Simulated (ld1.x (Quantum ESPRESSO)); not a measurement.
**Pseudopotential generation for molybdenum (Mo): ultrasoft, PBE, fully relativistic.**

ld1.x (Quantum ESPRESSO) 7.5 was run on this input:

```
&input
   title='Mo', zed=42., rel=2, dft='PBE', iswitch=3,
   config='[Kr] 4d5 5s1 5p0', rel_dist='average',
   nld=5, rlderiv=3.00, eminld=-7.0, emaxld=5.0, deld=0.02
 /
 &inputp
   pseudotype=3, tm=.true., lloc=-1, rcloc=2.65,
   nlcc=.false.,
   file_pseudopw='Mo.UPF', file_wfcaegen='ae.wfc', file_wfcncgen='nc.wfc', file_beta='beta', file_chi='chi', file_wfcusgen='us.wfc'
 /
6
4S  1  0   2.00   0.00  1.60  2.00  0.0
5S  2  0   1.00   0.00  1.60  2.00  0.0
4P  2  1   6.00   0.00  1.65  2.00  0.0
5P  3  1   0.00   0.00  1.65  2.00  0.0
4D  3  2   5.00   0.00  2.50  2.75  0.0
4D  3  2   0.00   0.25  2.50  2.75  0.0
 &test
   configts(1)='4s2 4p6 4d5 5s1 5p0'
 /
```

Command:

```bash
ld1.x < Mo.in > Mo.out
```

The program printed (shortened: banner, matrices, multipoles, cross overlaps and the repeated all-electron block are left out):

```
Program LD1 v.7.5
     --------------------------- All-electron run ----------------------------

     Mo
     dirac relativistic calculation

     atomic number is 42.00
     dft =PBE   lsd =0 sic =0 latt =0  beta=0.20 tr2=1.0E-14
     Exchange-correlation= PBE
                           (   1   4   3   4   0   0   0)
     mesh =1229 r(mesh) = 100.71859 a.u. xmin = -7.00 dx = 0.01250
     1 Ry =  13.60569312 eV, c = 137.03599908

     n l j   nl                  e(Ry)          e(Ha)          e(eV)
     Spin orbit split results
     1 0 0.5 1S 1( 2.00)     -1456.2397      -728.1198    -19813.1502
     2 0 0.5 2S 1( 2.00)      -205.6283      -102.8141     -2797.7155
     2 1 0.5 2P 1( 2.00)      -189.1615       -94.5807     -2573.6732
     2 1 1.5 2P 1( 4.00)      -181.3293       -90.6647     -2467.1114
     3 0 0.5 3S 1( 2.00)       -35.0029       -17.5014      -476.2382
     3 1 0.5 3P 1( 2.00)       -28.7376       -14.3688      -390.9953
     3 1 1.5 3P 1( 4.00)       -27.4482       -13.7241      -373.4513
     4 0 0.5 4S 1( 2.00)        -4.7271        -2.3635       -64.3149
     4 1 0.5 4P 1( 2.00)        -2.9522        -1.4761       -40.1669
     4 1 1.5 4P 1( 4.00)        -2.7698        -1.3849       -37.6848
     3 2 1.5 3D 1( 4.00)       -16.3761        -8.1881      -222.8087
     3 2 2.5 3D 1( 6.00)       -16.1320        -8.0660      -219.4873
     4 2 1.5 4D 1( 2.00)        -0.2850        -0.1425        -3.8770
     4 2 2.5 4D 1( 3.00)        -0.2700        -0.1350        -3.6732
     5 0 0.5 5S 1( 1.00)        -0.3003        -0.1502        -4.0863
     5 1 0.5 5P 1( 0.00)        -0.0814        -0.0407        -1.1075
     5 1 1.5 5P 1( 0.00)        -0.0746        -0.0373        -1.0150
     Averaged results
     1 0     1S 1( 2.00)     -1456.2397      -728.1198    -19813.1502
     2 0     2S 1( 2.00)      -205.6283      -102.8141     -2797.7155
     2 1     2P 1( 6.00)      -183.9401       -91.9700     -2502.6320
     3 0     3S 1( 2.00)       -35.0029       -17.5014      -476.2382
     3 1     3P 1( 6.00)       -27.8780       -13.9390      -379.2993
     4 0     4S 1( 2.00)        -4.7271        -2.3635       -64.3149
     4 1     4P 1( 6.00)        -2.8306        -1.4153       -38.5122
     3 2     3D 1(10.00)       -16.2297        -8.1148      -220.8158
     4 2     4D 1( 5.00)        -0.2760        -0.1380        -3.7547
     5 0     5S 1( 1.00)        -0.3003        -0.1502        -4.0863
     5 1     5P 1( 0.00)        -0.0769        -0.0384        -1.0458

     final scf error:  4.3E-15 reached in  30 iterations

     Etot =   -8098.409932 Ry,   -4049.204966 Ha, -110184.480323 eV

     Ekin =    8397.507005 Ry,    4198.753503 Ha,  114253.903309 eV
     Encl =  -19566.908663 Ry,   -9783.454331 Ha, -266221.354630 eV
     Eh   =    3318.372339 Ry,    1659.186170 Ha,   45148.755713 eV
     Exc  =    -247.380614 Ry,    -123.690307 Ha,   -3365.784715 eV

     normalization and overlap integrals

     s(1S/1S) =  1.000000  <r> =   0.0352  <r2> =    0.0017  r(max) =   0.0229
     s(2S/2S) =  1.000000  <r> =   0.1534  <r2> =    0.0278  r(max) =   0.1303
     s(2P/2P) =  1.000000  <r> =   0.1308  <r2> =    0.0210  r(max) =   0.1015
     s(2P/2P) =  1.000000  <r> =   0.1353  <r2> =    0.0224  r(max) =   0.1054
     s(3S/3S) =  1.000000  <r> =   0.4287  <r2> =    0.2106  r(max) =   0.3819
     s(3P/3P) =  1.000000  <r> =   0.4233  <r2> =    0.2088  r(max) =   0.3724
     s(3P/3P) =  1.000000  <r> =   0.4339  <r2> =    0.2191  r(max) =   0.3819
     s(4S/4S) =  1.000000  <r> =   1.1077  <r2> =    1.3919  r(max) =   0.9874
     s(4P/4P) =  1.000000  <r> =   1.2168  <r2> =    1.7004  r(max) =   1.0511
     s(4P/4P) =  1.000000  <r> =   1.2482  <r2> =    1.7898  r(max) =   1.0777
     s(3D/3D) =  1.000000  <r> =   0.4132  <r2> =    0.2055  r(max) =   0.3206
     s(3D/3D) =  1.000000  <r> =   0.4167  <r2> =    0.2088  r(max) =   0.3246
     s(4D/4D) =  1.000000  <r> =   1.9809  <r2> =    4.9729  r(max) =   1.3838
     s(4D/4D) =  1.000000  <r> =   2.0130  <r2> =    5.1492  r(max) =   1.3838
     s(5S/5S) =  1.000000  <r> =   3.5958  <r2> =   14.9240  r(max) =   2.9295
     s(5P/5P) =  1.000000  <r> =   5.2678  <r2> =   32.9406  r(max) =   4.0041
     s(5P/5P) =  1.000000  <r> =   5.4458  <r2> =   35.2030  r(max) =   4.1572

     ------------------------ End of All-electron run ------------------------

     --------------------- Generating US pseudopotential ---------------------

      Generating local potential from pseudized AE potential:
      Matching radius rcloc =   2.6500

      Local pseudo, rcloc= 2.618 Estimated cut-off energy=     3.61 Ry

     Fully relativistic calculation: |psi|^2

     Wfc 4S LC norm =  0.99971180 SC norm =  0.00028819 missing  0.00000001

     Wfc 5S LC norm =  0.99997110 SC norm =  0.00002696 missing  0.00000194

     Wfc 4P LC norm =  0.99975929 SC norm =  0.00024070 missing  0.00000001

     Wfc 4P LC norm =  0.99976951 SC norm =  0.00023044 missing  0.00000005

     Wfc 5P LC norm =  0.99998733 SC norm =  0.00001237 missing  0.00000030

     Wfc 5P LC norm =  0.99998820 SC norm =  0.00000932 missing  0.00000248

     Wfc 4D LC norm =  0.99989390 SC norm =  0.00010609 missing  0.00000001

     Wfc 4D LC norm =  0.99989659 SC norm =  0.00010152 missing  0.00000189

      Wfc   4S  rcut= 1.588  Using Troullier-Martins method
      Wfc-us  4S rcutus= 1.988  Estimated cut-off energy=    14.25 Ry

      Wfc   5S  rcut= 1.588  Using Troullier-Martins method
      Wfc-us  5S rcutus= 1.988  Estimated cut-off energy=    29.10 Ry

      Wfc   4P  rcut= 1.669  Using Troullier-Martins method
      Wfc-us  4P rcutus= 1.988  Estimated cut-off energy=    21.63 Ry

      Wfc   4P  rcut= 1.669  Using Troullier-Martins method
      Wfc-us  4P rcutus= 1.988  Estimated cut-off energy=    21.53 Ry

      Wfc   5P  rcut= 1.669  Using Troullier-Martins method
      Wfc-us  5P rcutus= 1.988  Estimated cut-off energy=    40.19 Ry

      Wfc   5P  rcut= 1.669  Using Troullier-Martins method
      Wfc-us  5P rcutus= 1.988  Estimated cut-off energy=    39.77 Ry

      Wfc   4D  rcut= 2.490  Using Troullier-Martins method
      Wfc-us  4D rcutus= 2.752  Estimated cut-off energy=    15.44 Ry

      Wfc   4D  rcut= 2.490  Using Troullier-Martins method
      Wfc-us  4D rcutus= 2.752  Estimated cut-off energy=    15.42 Ry

      Wfc   4D  rcut= 2.490  Using Troullier-Martins method
      Wfc-us  4D rcutus= 2.752  Estimated cut-off energy=    24.43 Ry

      Wfc   4D  rcut= 2.490  Using Troullier-Martins method
      Wfc-us  4D rcutus= 2.752  Estimated cut-off energy=    23.92 Ry

     ------------------- End of pseudopotential generation -------------------

     Computing logarithmic derivative in   2.98500

       Warning: n=1, l=0 expected 0 nodes, found 1
       Setting wfc to zero for this iteration
       (This warning will only be printed once per wavefunction)

       Warning: n=2, l=1 expected 0 nodes, found 1
       Setting wfc to zero for this iteration
       (This warning will only be printed once per wavefunction)

       Warning: n=3, l=1 expected 1 nodes, found 2
       Setting wfc to zero for this iteration
       (This warning will only be printed once per wavefunction)

       Zero norm: self consistency problem; state:  7 (l=  1, j=0.5)
       Zero norm: self consistency problem; state:  8 (l=  1, j=1.5)
     Computing logarithmic derivative in   2.98500
     Computing the partial wave expansion
     R is outside the sphere for l=    0 j= 0.50
     R is outside the sphere for l=    0 j= 0.50
     R is outside the sphere for l=    1 j= 0.50
     R is outside the sphere for l=    1 j= 0.50
     R is outside the sphere for l=    1 j= 1.50
     R is outside the sphere for l=    1 j= 1.50
     R is outside the sphere for l=    2 j= 1.50
     R is outside the sphere for l=    2 j= 1.50
     R is outside the sphere for l=    2 j= 2.50
     R is outside the sphere for l=    2 j= 2.50

     ---------------------- Testing the pseudopotential ----------------------

     Mo
     dirac relativistic calculation

     atomic number is 42.00   valence charge is 14.00
     dft =PBE   lsd =0 sic =0 latt =0  beta=0.20 tr2=1.0E-14
     mesh =1229 r(mesh) = 100.71859 xmin = -7.00 dx = 0.01250

     n l  j  nl             e AE (Ry)       e PS (Ry)    De AE-PS (Ry)
     1 0 0.5 4S   1( 2.00)       -4.72706       -4.79906        0.07200  !
     2 1 0.5 4P   1( 2.00)       -2.95221       -3.02491        0.07269  !
     2 1 1.5 4P   1( 4.00)       -2.76979       -2.84127        0.07149  !
     3 2 1.5 4D   1( 2.00)       -0.28496       -0.33996        0.05500  !
     3 2 2.5 4D   1( 3.00)       -0.26997       -0.32449        0.05452  !
     2 0 0.5 5S   1( 1.00)       -0.30033       -0.23006       -0.07027  !
     3 1 0.5 5P   1( 0.00)       -0.08140       -0.08140        0.00000
     3 1 1.5 5P   1( 0.00)       -0.07460       -0.07460        0.00000

     eps = 9.4E-15  iter = 35

     Etot =   -8098.409932 Ry,   -4049.204966 Ha, -110184.480323 eV
     Etotps =  -135.560536 Ry,     -67.780268 Ha,   -1844.395059 eV

     Ekin =      30.849833 Ry,      15.424917 Ha,     419.733365 eV
     Encl =    -244.709136 Ry,    -122.354568 Ha,   -3329.437406 eV
     Ehrt =     111.205041 Ry,      55.602520 Ha,    1513.021657 eV
     Ecxc =     -15.151887 Ry,      -7.575943 Ha,    -206.151922 eV
     Epseu=     -17.754388 Ry,      -8.877194 Ha,    -241.560753 eV

     ---------------------- End of pseudopotential test ----------------------
```

Generation and configuration tests took about 3.8 s on one core of a shared server CPU.

Transferability test of the new file with ld1.x, input:

```
&input
   title='Mo', zed=42., rel=2, dft='PBE', iswitch=2,
   config='[Kr] 4d5 5s1 5p0', rel_dist='average'
 /
 &test
   file_pseudo='Mo.UPF', nconf=8,
   configts(1)='4s2 4p6 4d5 5s1 5p0',
   configts(2)='4s2 4p6 4d5 5s0 5p0',
   configts(3)='4s2 4p6 4d4 5s0 5p0',
   configts(4)='4s2 4p6 4d3 5s0 5p0',
   configts(5)='4s2 4p6 4d4 5s1 5p1',
   configts(6)='4s2 4p6 4d2 5s0 5p0',
   configts(7)='4s2 4p6 4d5.5 5s0.5 5p0',
   configts(8)='4s2 4p5 4d5 5s1 5p0'
 /
```

```bash
ld1.x < Mo.test.in > Mo.test.out
```

Pseudopotential blocks of its output, shortened (energy terms left out; the distinct warnings before each block abridged to one line each):

```
     Warning: n=1, l=0 expected 0 nodes, found 1
     Warning: n=2, l=1 expected 0 nodes, found 1
     Warning: n=3, l=1 expected 1 nodes, found 2
     ---------------------- Testing the pseudopotential ----------------------

     n l  j  nl             e AE (Ry)       e PS (Ry)    De AE-PS (Ry)
     1 0 0.5 4S   1( 2.00)       -4.72706       -4.79906        0.07200  !
     2 1 0.5 4P   1( 2.00)       -2.95221       -3.02491        0.07269  !
     2 1 1.5 4P   1( 4.00)       -2.76979       -2.84127        0.07149  !
     3 2 1.5 4D   1( 2.00)       -0.28496       -0.33996        0.05500  !
     3 2 2.5 4D   1( 3.00)       -0.26997       -0.32449        0.05452  !
     2 0 0.5 5S   1( 1.00)       -0.30033       -0.23006       -0.07027  !
     3 1 0.5 5P   1( 0.00)       -0.08140       -0.08140        0.00000
     3 1 1.5 5P   1( 0.00)       -0.07460       -0.07460        0.00000

     eps = 9.4E-15  iter = 35

     Etot =   -8098.409932 Ry,   -4049.204966 Ha, -110184.480323 eV
     Etotps =  -135.560536 Ry,     -67.780268 Ha,   -1844.395059 eV

     ---------------------- End of pseudopotential test ----------------------

          ---------------------- Testing the pseudopotential ----------------------

     n l  j  nl             e AE (Ry)       e PS (Ry)    De AE-PS (Ry)
     1 0 0.5 4S   1( 2.00)       -5.22436       -5.23257        0.00821  !
     2 1 0.5 4P   1( 2.00)       -3.45177       -3.46136        0.00959  !
     2 1 1.5 4P   1( 4.00)       -3.26994       -3.27853        0.00859  !
     3 2 1.5 4D   1( 2.00)       -0.77494       -0.77666        0.00172
     3 2 2.5 4D   1( 3.00)       -0.75912       -0.76077        0.00165
     2 0 0.5 5S   1( 0.00)       -0.72230       -0.58647       -0.13583  !
     3 1 0.5 5P   1( 0.00)       -0.44298       -0.44298        0.00000
     3 1 1.5 5P   1( 0.00)       -0.43016       -0.43016        0.00000

     eps = 5.8E-15  iter = 43

     Etot =   -8097.903455 Ry,   -4048.951727 Ha, -110177.589348 eV
     Etotps =  -135.155873 Ry,     -67.577936 Ha,   -1838.889325 eV
     dEtot_ae =       0.506477 Ry
     dEtot_ps =       0.404664 Ry,   Delta E=       0.101813 Ry

     ---------------------- End of pseudopotential test ----------------------

          Warning: convergence not achieved
     Warning: n=3, l=2 expected 0 nodes, found 1
     ---------------------- Testing the pseudopotential ----------------------

     n l  j  nl             e AE (Ry)       e PS (Ry)    De AE-PS (Ry)
     1 0 0.5 4S   1( 2.00)       -6.07965       -6.17777        0.09812  !
     2 1 0.5 4P   1( 2.00)       -4.29607       -4.40450        0.10843  !
     2 1 1.5 4P   1( 4.00)       -4.11110       -4.22178        0.11068  !
     3 2 1.5 4D   1( 1.60)       -1.54162       -1.65452        0.11290  !
     3 2 2.5 4D   1( 2.40)       -1.52321       -1.62060        0.09738  !
     2 0 0.5 5S   1( 0.00)       -1.30097       -1.16364       -0.13733  !
     3 1 0.5 5P   1( 0.00)       -0.94682       -0.88910       -0.05772  !
     3 1 1.5 5P   1( 0.00)       -0.92591       -0.37500       -0.55091  !

     eps = 9.2E-02  iter =201

     Etot =   -8096.767126 Ry,   -4048.383563 Ha, -110162.128809 eV
     Etotps =  -135.100876 Ry,     -67.550438 Ha,   -1838.141057 eV
     dEtot_ae =       1.642806 Ry
     dEtot_ps =       0.459661 Ry,   Delta E=       1.183145 Ry

     ---------------------- End of pseudopotential test ----------------------

          ---------------------- Testing the pseudopotential ----------------------

     n l  j  nl             e AE (Ry)       e PS (Ry)    De AE-PS (Ry)
     1 0 0.5 4S   1( 2.00)       -7.07512       -7.20895        0.13384  !
     2 1 0.5 4P   1( 2.00)       -5.27444       -5.40277        0.12833  !
     2 1 1.5 4P   1( 4.00)       -5.08459       -5.21157        0.12698  !
     3 2 1.5 4D   1( 1.20)       -2.43082       -2.49422        0.06340  !
     3 2 2.5 4D   1( 1.80)       -2.40972       -2.46793        0.05821  !
     2 0 0.5 5S   1( 0.00)       -1.96196       -1.71354       -0.24843  !
     3 1 0.5 5P   1( 0.00)       -1.53897       -1.38327       -0.15570  !
     3 1 1.5 5P   1( 0.00)       -1.50967       -1.36479       -0.14488  !

     eps = 5.6E-15  iter = 27

     Etot =   -8094.801692 Ry,   -4047.400846 Ha, -110135.387711 eV
     Etotps =  -131.920422 Ry,     -65.960211 Ha,   -1794.868773 eV
     dEtot_ae =       3.608240 Ry
     dEtot_ps =       3.640115 Ry,   Delta E=      -0.031874 Ry

     ---------------------- End of pseudopotential test ----------------------

          Warning: convergence not achieved
     ---------------------- Testing the pseudopotential ----------------------

     n l  j  nl             e AE (Ry)       e PS (Ry)    De AE-PS (Ry)
     1 0 0.5 4S   1( 2.00)       -5.03079       -5.63612        0.60533  !
     2 1 0.5 4P   1( 2.00)       -3.24702       -3.84140        0.59439  !
     2 1 1.5 4P   1( 4.00)       -3.06206       -3.65240        0.59035  !
     3 2 1.5 4D   1( 1.60)       -0.51874       -1.05012        0.53138  !
     3 2 2.5 4D   1( 2.40)       -0.50163       -1.03321        0.53158  !
     2 0 0.5 5S   1( 1.00)       -0.42092       -0.68334        0.26242  !
     3 1 0.5 5P   1( 0.33)       -0.16064       -0.01822       -0.14242  !
     3 1 1.5 5P   1( 0.67)       -0.15045       -0.01496       -0.13549  !

     eps = 1.2E+02  iter =201

     Etot =   -8098.135330 Ry,   -4049.067665 Ha, -110180.744166 eV
     Etotps =  -137.420456 Ry,     -68.710228 Ha,   -1869.700550 eV
     dEtot_ae =       0.274603 Ry
     dEtot_ps =      -1.859919 Ry,   Delta E=       2.134522 Ry

     ---------------------- End of pseudopotential test ----------------------

          ---------------------- Testing the pseudopotential ----------------------

     n l  j  nl             e AE (Ry)       e PS (Ry)    De AE-PS (Ry)
     1 0 0.5 4S   1( 2.00)       -8.17754       -8.35575        0.17821  !
     2 1 0.5 4P   1( 2.00)       -6.35493       -6.51675        0.16182  !
     2 1 1.5 4P   1( 4.00)       -6.15875       -6.31691        0.15816  !
     3 2 1.5 4D   1( 0.80)       -3.41707       -3.45228        0.03521  !
     3 2 2.5 4D   1( 1.20)       -3.39319       -3.42445        0.03126  !
     2 0 0.5 5S   1( 0.00)       -2.69014       -2.35308       -0.33706  !
     3 1 0.5 5P   1( 0.00)       -2.20315       -1.95823       -0.24492  !
     3 1 1.5 5P   1( 0.00)       -2.16523       -1.93780       -0.22743  !

     eps = 4.7E-15  iter = 29

     Etot =   -8091.898566 Ry,   -4045.949283 Ha, -110095.888674 eV
     Etotps =  -128.966842 Ry,     -64.483421 Ha,   -1754.683272 eV
     dEtot_ae =       6.511366 Ry
     dEtot_ps =       6.593695 Ry,   Delta E=      -0.082329 Ry

     ---------------------- End of pseudopotential test ----------------------

          ---------------------- Testing the pseudopotential ----------------------

     n l  j  nl             e AE (Ry)       e PS (Ry)    De AE-PS (Ry)
     1 0 0.5 4S   1( 2.00)       -4.64224       -4.66045        0.01821  !
     2 1 0.5 4P   1( 2.00)       -2.87090       -2.89261        0.02172  !
     2 1 1.5 4P   1( 4.00)       -2.68946       -2.71083        0.02138  !
     3 2 1.5 4D   1( 2.20)       -0.22673       -0.24600        0.01927  !
     3 2 2.5 4D   1( 3.30)       -0.21256       -0.23181        0.01925  !
     2 0 0.5 5S   1( 0.50)       -0.27518       -0.19939       -0.07579  !
     3 1 0.5 5P   1( 0.00)       -0.06891       -0.06891        0.00000
     3 1 1.5 5P   1( 0.00)       -0.06303       -0.06303        0.00000

     eps = 4.3E-15  iter = 38

     Etot =   -8098.389377 Ry,   -4049.194688 Ha, -110184.200652 eV
     Etotps =  -135.594669 Ry,     -67.797334 Ha,   -1844.859451 eV
     dEtot_ae =       0.020555 Ry
     dEtot_ps =      -0.034132 Ry,   Delta E=       0.054688 Ry

     ---------------------- End of pseudopotential test ----------------------

          ---------------------- Testing the pseudopotential ----------------------

     n l  j  nl             e AE (Ry)       e PS (Ry)    De AE-PS (Ry)
     1 0 0.5 4S   1( 2.00)       -5.59528       -5.86762        0.27234  !
     2 1 0.5 4P   1( 1.67)       -3.79986       -4.04956        0.24970  !
     2 1 1.5 4P   1( 3.33)       -3.61146       -3.85585        0.24439  !
     3 2 1.5 4D   1( 2.00)       -1.02149       -1.17595        0.15447  !
     3 2 2.5 4D   1( 3.00)       -1.00282       -1.15554        0.15272  !
     2 0 0.5 5S   1( 1.00)       -0.82296       -0.70280       -0.12016  !
     3 1 0.5 5P   1( 0.00)       -0.51130       -0.46971       -0.04159  !
     3 1 1.5 5P   1( 0.00)       -0.49567       -0.45962       -0.03605  !

     eps = 7.3E-15  iter = 30

     Etot =   -8095.175037 Ry,   -4047.587519 Ha, -110140.467332 eV
     Etotps =  -132.150397 Ry,     -66.075198 Ha,   -1797.997747 eV
     dEtot_ae =       3.234895 Ry
     dEtot_ps =       3.410140 Ry,   Delta E=      -0.175244 Ry

     ---------------------- End of pseudopotential test ----------------------
```
